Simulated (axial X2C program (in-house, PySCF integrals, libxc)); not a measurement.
**CuTe⁺ with a deliberately poor setting**

Computed with an in-house all-electron X2C program for linear molecules (integrals from PySCF).

Input file and command:
```json
{"zs": [52, 29], "q": 1, "bas": ["dyall-v3z", "dyall-v3z"], "levels": ["PBE0", "HF", "BP86", "PBE50"], "cc": false, "r0": 2.43, "npts": 10, "nst": 2, "ntry": 6, "opt": {"maxit": 5}}
```
```bash
python so2c.py task.json out
```

Keys: zs atomic numbers; q charge; bas basis sets; levels methods; cc coupled cluster on or off; r0 starting distance in Å; npts points on the curve; nst determinants followed; ntry starts of the search; maxit SCF iteration limit on the curve. HF also brings MP2.

**Question.** One numerical setting was spoiled on purpose. Which, and what came out?

**Answer.** Too few iterations allowed. States: spin-free M_S = 1, Λ = 0; 2c Ω = 1. The apparent results, which are not to be taken for properties of CuTe⁺:

| Hamiltonian | level | points converged | Re (Å) | ωe (cm⁻¹) | De (eV) | curve-fit residual (μEh) |
| --- | --- | --- | --- | --- | --- | --- |
| spin-free | PBE0 | 1 of 10 | n/a | n/a | n/a | n/a |
| spin-free | HF | 0 of 10 | n/a | n/a | n/a | n/a |
| spin-free | BP86 | 0 of 10 | n/a | n/a | n/a | n/a |
| spin-free | PBE50 | 0 of 10 | n/a | n/a | n/a | n/a |
| 2c | PBE0 | 1 of 10 | n/a | n/a | n/a | n/a |
| 2c | HF | 0 of 10 | n/a | n/a | n/a | n/a |
| 2c | BP86 | 0 of 10 | n/a | n/a | n/a | n/a |
| 2c | PBE50 | 0 of 10 | n/a | n/a | n/a | n/a |
